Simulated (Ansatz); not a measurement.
Computed with Ansatz on PBE0-D4/def2-TZVP structures; ΔE is electronic, products minus reactants. CCSD(T)/CBS adds triple-zeta CCSD(T) − MP2 to the extrapolated MP2 energy (def2 sets, frozen cores). def2 core potentials past Kr. For Sn outer-core shells are correlated without core-valence functions, which leaves a few kJ/mol of doubt a bond. One conformer a species, not always the lowest.

Reaction (redistribution): `C[SiH](Cl)[NH][AlH2]` + `F[SiH2][SnH3]` → `C[SiH](Cl)[SnH3]` + `F[SiH2][NH][AlH2]`

| species | CCSD(T)/CBS(def2) energy (Eh) |
| --- | --- |
| `C[SiH](Cl)[NH][AlH2]` | -1087.96733 |
| `F[SiH2][SnH3]` | -605.93962 |
| `C[SiH](Cl)[SnH3]` | -1005.19559 |
| `F[SiH2][NH][AlH2]` | -688.71689 |

Problem. Work out ΔE.

Solution. ΔE = (-1005.19559) + (-688.71689) − (-1087.96733) − (-605.93962) = -0.00553 Eh = -14.5 kJ/mol.

Largest T1 diagnostic among the species: 0.013.
